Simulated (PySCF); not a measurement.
Compound: C2H9FOSi2.
Z-matrix (Å and degrees, PBE0-D3(BJ)/def2-SVP geometry), rows numbered from 1:
```
C 
C   1  1.5089
O   2  1.4152  1  109.44
Si  3  1.6507  2  125.25  1  -168.32
F   4  1.6302  3  109.66  2   -65.41
Si  4  2.3349  3  106.43  2   176.71
H   1  1.1001  2  110.56  3    60.44
H   1  1.1003  2  110.64  3  -179.25
H   1  1.1000  2  110.37  3   -59.14
H   2  1.1072  1  110.38  3  -121.30
H   2  1.1048  1  110.43  3   120.60
H   4  1.4942  3  110.21  2    50.32
H   6  1.4948  4  109.38  3   -63.45
H   6  1.4937  4  109.54  3    56.60
H   6  1.4948  4  110.31  3   176.90
```

Level of theory: core-valence-separated Tamm–Dancoff BHandHLYP/aug-pcX-1 (pcseg-1 on H, def2-SVPD on Si) in PySCF, non-relativistic, gas phase, PBE0-D3(BJ)/def2-SVP geometry. No empirical shift is added; at this level the pattern usually sits a few eV under experiment.

Question: Give energies, oscillator strengths and core holes at the F K edge.

Answer: 
| E (eV) | f | core hole on | main final orbital |
| --- | --- | --- | --- |
| 684.88 | 0.0104 | F5 | LUMO (60 %) |
| 685.75 | 0.0093 | F5 | LUMO+1 (34 %) |
| 686.80 | 0.0089 | F5 | LUMO+4 (33 %) |
| 686.91 | 0.0114 | F5 | spread |
| 687.24 | 0.0018 | F5 | LUMO+5 (43 %) |
| 687.72 | 0.0021 | F5 | LUMO+3 (40 %) |
| 687.85 | 0.0019 | F5 | LUMO+1 (54 %) |

The first line with a tenth or more of the strongest one's intensity is at 684.88 eV (f = 0.010), with the hole on F5 (silicon-bound fluorine). The strongest listed is at 686.91 eV (f = 0.011; F5).

Question: What does the C 1s absorption edge look like?

Answer: 
```tsv
E (eV)	f	core hole on	main final orbital
285.44	0.0105	C1	LUMO+1 (55 %)
286.11	0.0259	C1	spread
286.20	0.0261	C1	spread
286.61	0.0062	C1	LUMO (31 %)
286.88	0.0417	C2	LUMO+1 (33 %)
286.95	0.0033	C1	spread
287.05	0.0019	C1	LUMO (44 %)
287.43	0.0160	C2	spread
287.59	0.0328	C2	spread
287.60	0.0047	C1	LUMO+3 (30 %)
287.83	0.0047	C1	spread
```

The first line with a tenth or more of the strongest one's intensity is at 285.44 eV (f = 0.010), with the hole on C1 (methyl carbon). The strongest listed is at 286.88 eV (f = 0.042; C2).

Question: Give energies, oscillator strengths and core holes at the O K edge.

Answer: 
| E (eV) | f | core hole on | main final orbital |
| --- | --- | --- | --- |
| 532.94 | 0.0053 | O3 | LUMO+1 (37 %) |
| 533.03 | 0.0126 | O3 | LUMO (73 %) |
| 534.08 | 0.0155 | O3 | LUMO+1 (31 %) |
| 534.47 | 0.0084 | O3 | LUMO+3 (41 %) |
| 534.73 | 0.0083 | O3 | LUMO+5 (41 %) |
| 534.96 | 0.0108 | O3 | LUMO+4 (36 %) |
| 535.10 | 0.0038 | O3 | spread |

The first line with a tenth or more of the strongest one's intensity is at 532.94 eV (f = 0.005), with the hole on O3 (silyl ether oxygen). The strongest listed is at 534.08 eV (f = 0.016; O3).

Roots within 0.03 eV whose holes lie on the same, on equivalent or on shared atoms are summed into one line, and the highest roots are left out, as the search may have cut off their partners. Final orbitals are the ground state's empty Kohn–Sham orbitals.

Question: What is the summed oscillator strength of the listed F K lines, and their intensity-weighted mean energy?

Answer: Σf = 0.046 over 7 lines from 684.88 to 687.85 eV; the weighted mean is 686.28 eV. The strongest line holds 25 % of the sum.

The list ends where the root search ended, not at a threshold.

Rough CPU time on one thread of a shared machine: about 60 s.

One conformer stands for the species.
